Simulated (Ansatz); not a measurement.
`[Se]=[C]1[AlH][S]1`. The species carries charge 0 and has multiplicity 1. Correlated methods include outer-core shells of Se, which these sets cover unevenly. Scalar relativity is left out up to krypton.

| atom | x (Å) | y (Å) | z (Å) |
| --- | --- | --- | --- |
| Se1 | 1.776 | -0.045 | 1.882 |
| C2 | 0.569 | -0.142 | 0.617 |
| Al3 | -0.641 | 0.428 | -0.725 |
| S4 | -0.242 | -1.588 | -0.079 |
| H5 | -1.463 | 1.347 | -1.695 |

Problem. Give the diagnostics of a CCSD(T)/def2-TZVPP run (frozen core, Ansatz). (Best estimate.)

Solution. Ansatz gave: T1 = 0.0179, largest single amplitude 0.046, largest double 0.058, (T) share of the correlation energy 5.4 %, 12 CCSD cycles. The RHF solution is unstable towards an unrestricted one. T1 lies under the customary mark of 0.02 for closed shells.
